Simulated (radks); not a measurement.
Values are calculated unless marked as measured or tabulated.
Q: These are the eigenvalues of the occupied orbitals of an atom or ion with whole-number occupations (hartree). Code: a radial shooting solver on a logarithmic mesh with Libxc functionals. Model: Dirac Kohn-Sham, PBE, spin-unpolarised, spherical densities, finite nucleus; Fermi nuclear charge, rms radius of each element as measured or else 0.836 A^(1/3) + 0.57 fm.

1s1/2: -2526.920
2s1/2: -480.0429
2p1/2: -461.3567
2p3/2: -414.6656
3s1/2: -151.0943
3p1/2: -142.9159
3p3/2: -132.5973
3d3/2: -119.0046
3d5/2: -116.7389
4s1/2: -67.19690
4p1/2: -63.71073
4p3/2: -60.53158
5s1/2: -37.55083

Which element is it, and in what charge state? The configuration may be excited. Open shells, if any, are shared by 2j + 1.

A: Z = 73, tantalum, charge +35: Ta35+ in [Kr] 5s2. The list shows which subshells hold electrons but not how many an open one holds; the 1s level, -2526.9 hartree, gives Z - s = 71.1 by -(Z - s)^2/2, which with screening and relativity narrows Z to a few neighbours, and the depths of the outer levels then fix element, charge and occupations together.
